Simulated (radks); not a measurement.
Calculated with a radial shooting solver on a logarithmic mesh with Libxc functionals: non-relativistic Kohn-Sham, LDA (Slater exchange, Perdew-Wang correlation), spin-polarised, spherical densities, point nucleus; open shells are filled with parallel spins first (spin-orbit coupling, left out, can overturn this in heavy ions). Response by self-consistent Sternheimer equations with the Hartree and adiabatic LDA kernel. For heavy and open-shell atoms this level of theory can miss by tens of per cent. Rank He, Gd, Ru+, Rh, Xe, Re (NIST ground configurations) by static dipole polarisability, largest first.

Answer. Gd 168.3, Re 84.76, Rh 59.14, Xe 28.79, Ru+ 15.60, He 1.659 bohr^3.
